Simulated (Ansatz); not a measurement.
GaH3 (SMILES [GaH3]), charge 0, multiplicity 1, relaxed at each level with Ansatz (a first-principles code); harmonic frequencies from differences of analytic forces, average atomic masses, frozen cores.

```json
[
 {"level": "PBE/def2-TZVPP", "harmonic frequencies (cm⁻¹)": "705 730 730 1900 1911 1911", "ZPE (eV)": "0.489", "cost over PBE/def2-TZVPP (rough)": "×1"},
 {"level": "PBE0/def2-TZVPP", "harmonic frequencies (cm⁻¹)": "725 756 756 1966 1967 1967", "ZPE (eV)": "0.504", "cost over PBE/def2-TZVPP (rough)": "×1"},
 {"level": "wB97X-V/def2-TZVPP", "harmonic frequencies (cm⁻¹)": "737 774 774 1996 1996 2007", "ZPE (eV)": "0.514", "cost over PBE/def2-TZVPP (rough)": "×3"},
 {"level": "MP2/cc-pVTZ", "harmonic frequencies (cm⁻¹)": "728 776 776 1994 1994 2004", "ZPE (eV)": "0.513", "cost over PBE/def2-TZVPP (rough)": "×2"},
 {"level": "CCSD(T)/cc-pVDZ", "harmonic frequencies (cm⁻¹)": "714 760 760 1949 1949 1956", "ZPE (eV)": "0.501", "cost over PBE/def2-TZVPP (rough)": "×0.9"},
 {"level": "CCSD(T)/cc-pVTZ", "harmonic frequencies (cm⁻¹)": "709 758 758 1947 1947 1951", "ZPE (eV)": "0.500", "cost over PBE/def2-TZVPP (rough)": "×5"}
]
```
